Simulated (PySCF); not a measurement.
Molfile (atoms numbered from 1):
```
C6H12Si
     RDKit          3D

 19 19  0  0  0  0  0  0  0  0999 V2000
    2.5822    1.1220   -0.4016 C   0  0  0  0  0  0  0  0  0  0  0  0
    1.6941    0.1787   -0.6596 C   0  0  0  0  0  0  0  0  0  0  0  0
    0.5682   -0.1895    0.2356 C   0  0  2  0  0  0  0  0  0  0  0  0
    0.2499   -1.6912    0.3756 C   0  0  0  0  0  0  0  0  0  0  0  0
   -1.2177   -1.4198    0.0273 C   0  0  0  0  0  0  0  0  0  0  0  0
   -0.8504    0.0254   -0.3622 C   0  0  1  0  0  0  0  0  0  0  0  0
   -1.8787    1.4366    0.3743 Si  0  0  0  0  0  4  0  0  0  0  0  0
    2.5548    1.6901    0.5143 H   0  0  0  0  0  0  0  0  0  0  0  0
    3.3719    1.3687   -1.0909 H   0  0  0  0  0  0  0  0  0  0  0  0
    1.7422   -0.3711   -1.5922 H   0  0  0  0  0  0  0  0  0  0  0  0
    0.6868    0.2994    1.2047 H   0  0  0  0  0  0  0  0  0  0  0  0
    0.4340   -2.1173    1.3600 H   0  0  0  0  0  0  0  0  0  0  0  0
    0.7613   -2.2980   -0.3705 H   0  0  0  0  0  0  0  0  0  0  0  0
   -1.6364   -2.0326   -0.7696 H   0  0  0  0  0  0  0  0  0  0  0  0
   -1.8783   -1.4803    0.8911 H   0  0  0  0  0  0  0  0  0  0  0  0
   -0.7826    0.1249   -1.4481 H   0  0  0  0  0  0  0  0  0  0  0  0
   -1.9524    1.2523    1.8261 H   0  0  0  0  0  0  0  0  0  0  0  0
   -1.2303    2.7127    0.0705 H   0  0  0  0  0  0  0  0  0  0  0  0
   -3.2284    1.3982   -0.1921 H   0  0  0  0  0  0  0  0  0  0  0  0
  1  2  2  0
  2  3  1  0
  3  4  1  0
  4  5  1  0
  5  6  1  0
  6  7  1  0
  6  3  1  0
  1  8  1  0
  1  9  1  0
  2 10  1  0
  3 11  1  1
  4 12  1  0
  4 13  1  0
  5 14  1  0
  5 15  1  0
  6 16  1  6
  7 17  1  0
  7 18  1  0
  7 19  1  0
M  END
```

Geometry: GFN2-xTB; GIAO shifts from PySCF 2.14.0 with density-fitted response routines, gas phase, non-relativistic, averaged over equivalent atoms.

At HF/6-31G* (126 basis functions, 7.5 s wall time on 1 thread of an Arm Neoverse V1, shared host):
```json
{"atoms": "C2", "δ (ppm)": "140.2"}
{"atoms": "C1", "δ (ppm)": "111.0"}
{"atoms": "C3", "δ (ppm)": "35.7"}
{"atoms": "C4", "δ (ppm)": "25.3"}
{"atoms": "C5", "δ (ppm)": "18.1"}
{"atoms": "C6", "δ (ppm)": "16.9"}
{"atoms": "Si7", "δ (ppm)": "-38.3"}
{"atoms": "H10", "δ (ppm)": "6.20"}
{"atoms": "H8", "δ (ppm)": "5.04"}
{"atoms": "H9", "δ (ppm)": "4.91"}
{"atoms": "H17/H18/H19", "δ (ppm)": "3.98"}
{"atoms": "H11", "δ (ppm)": "2.67"}
{"atoms": "H12", "δ (ppm)": "2.31"}
{"atoms": "H13", "δ (ppm)": "2.10"}
{"atoms": "H14", "δ (ppm)": "2.00"}
{"atoms": "H15", "δ (ppm)": "1.79"}
{"atoms": "H16", "δ (ppm)": "1.52"}
```

Scale: ¹³C (201.93 ppm), ²⁹Si (449.92 ppm), ¹H (32.95 ppm) against TMS (reference shieldings calculated alike).

What do these become at PBE0/IGLO-II?

Answers


```tsv
atoms	δ at PBE0/IGLO-II	change
C2	153.3	+13.1
C1	117.9	+6.9
C3	45.4	+9.7
C4	28.9	+3.6
C5	21.4	+3.3
C6	23.5	+6.6
Si7	-66.8	-28.5
H10	6.30	+0.10
H8	5.10	+0.06
H9	5.01	+0.10
H17/H18/H19	4.17	+0.19
H11	2.80	+0.13
H12	2.42	+0.11
H13	2.16	+0.06
H14	2.12	+0.12
H15	1.87	+0.08
H16	1.89	+0.37
```

Referencing at the same level of theory: TMS for ¹³C (σref 189.02), ²⁹Si (σref 350.89), ¹H (σref 32.10).

The largest change is at Si7 (silicon bonded to C, 3 H). Cost: 239 basis functions, 54 s wall time on 1 thread of an Arm Neoverse V1, shared host. The order of the carbon signals changes between the two levels.
